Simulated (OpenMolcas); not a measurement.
Ta4+ among 4 point charges of -1.5 e arranged as a square (D4h).

```yaml
Program: OpenMolcas
Method: CASSCF
Basis: ANO-RCC-VDZP [7s6p4d2f1g]
Scalar_Hamiltonian: DKH2, point nucleus
Active_space: 1 electron in 5 orbitals (5d)
State_averaging: 2S+1 = 2 even, 5 roots
Spin-orbit_coupling: RASSI with atomic mean-field integrals over the reference wave functions
```

All point charges move together. At R = 1.89 Å the first state of the same spin is 11834 cm-1, and at R = 2 Å it is 9456 cm-1.

Q: A third run gives 6819 cm-1. What distance was it run at?

A: With a power law R^-n the two known points give n = -ln(9456 / 11834) / ln(2 / 1.89) = 3.97. Then R = 1.89 × (11834 / 6819)^(1/3.97) = 2.172 Å. The run was at 2.17 Å, so the estimate is off by +0.002 Å.

This is an electrostatic model: the charges have no orbitals. No measured value stands beside these numbers.
